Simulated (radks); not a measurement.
Results of a calculation; reference values are marked as such.
Excited configurations of Lu I: one electron is placed in a higher orbital outside [Xe] 4f14 6s2. The ground configuration is [Xe] 4f14 5d1 6s2. Level of theory: Dirac Kohn-Sham, PBE, spin-unpolarised, spherical densities, finite nucleus; open shells fill j = l - 1/2 first; Fermi nuclear charge, rms radius 5.37 fm (a radial shooting solver on a logarithmic mesh with Libxc functionals). Excitation = E - E(ground); binding = E(ion) - E, where the ion is the core of charge +1; n* = 1/sqrt(2 binding) in atomic units, and the quantum defect is n - n*.

outer orbital	excitation (eV)	binding (eV)	n*	quantum defect
5f5/2	4.522	0.926	3.833	1.167
6p1/2	0.828	4.620	1.716	4.284
6d3/2	3.889	1.560	2.954	3.046
6f5/2	4.798	0.650	4.575	1.425
7s1/2	3.049	2.399	2.381	4.619
7p1/2	3.678	1.771	2.772	4.228
7d3/2	4.469	0.980	3.726	3.274
7f5/2	4.973	0.475	5.350	1.650

The Delta-SCF ionisation energy is 5.449 eV (NIST Atomic Spectra Database: 5.426 eV, measured). Self-interaction in the functional shifts the binding energies and quantum defects, so they are the method's values and not measured ones. Spin polarisation and multiplet splitting are left out, so open shells lie too high by an amount that depends on their filling.

Beside tabulated values, note that spin-unpolarised runs miss the spin-polarisation part of the exchange energy of open shells.
